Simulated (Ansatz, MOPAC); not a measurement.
System: SnF, charge 1, multiplicity 1. SMILES: [Sn+][F]

Atoms: Sn1, F2. Bonds: Sn1-F2.

Bond lengths (Å) and angles (degrees) optimised at AM1 with MOPAC; HF/6-31G* with LANL2DZ past Ar with Ansatz (a program for electronic structure); B3LYP/LANL2DZ with Ansatz, each started from the B3LYP-D3(BJ)/def2-TZVP structure (Ansatz) of the last column. A row stands for all coordinates that are equal there. 6-31G* holds six Cartesian d functions.

```json
[
 {"coordinate": "Sn1-F2", "AM1": "1.853", "HF/6-31G* with LANL2DZ past Ar": "1.768", "B3LYP/LANL2DZ": "1.862", "B3LYP-D3(BJ)/def2-TZVP": "1.887"}
]
```

Mean signed difference of all 1 bond lengths from B3LYP-D3(BJ)/def2-TZVP: AM1 -0.034 Å, HF/6-31G* with LANL2DZ past Ar -0.120 Å, B3LYP/LANL2DZ -0.026 Å.
